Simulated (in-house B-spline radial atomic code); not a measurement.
**Ionising Ti with different functionals**

Computed with a B-spline radial code for spherical atoms: four-component Dirac-Coulomb Hamiltonian, Fermi nucleus of rms radius 3.5921 fm, spin-restricted, spherical fractional occupations for the functionals. The ionisation energy is the difference of two self-consistent energies, [Ar] 3d2 4s2 → [Ar] 3d2 4s1, without Breit or QED terms; ε is the level of the shell that loses the electron (mean over j).

Hybrids are left out here: with spherical fractional occupations of an open shell their exact exchange keeps a self-interaction that integer-occupation calculations don't have.

```tsv
method	rung	ΔSCF (eV)	-ε(4s) (eV)
LDA VWN5	LDA	7.53	4.59
relativistic LDA	LDA	7.52	4.59
LDA PW92	LDA	7.53	4.59
LDA exchange-only	LDA	6.61	3.72
PBE	GGA	7.35	4.47
PBEsol	GGA	7.36	4.48
BLYP	GGA	7.29	4.34
RPBE	GGA	7.26	4.42
PW91	GGA	7.39	4.51
BP86	GGA	7.52	4.61
AM05	GGA	7.29	4.41
OLYP	GGA	6.99	4.17
```

**Question.** How do they compare with the NIST value?

**Answer.** NIST lists 6.828 eV (measured, ground level to ground level). Errors run from -0.22 to +0.70 eV; OLYP is closest (+0.17 eV), but part of that can be cancellation, since the calculations leave out Breit-QED terms, spin polarisation, the choice among j levels, multiplet and fine-structure energies.
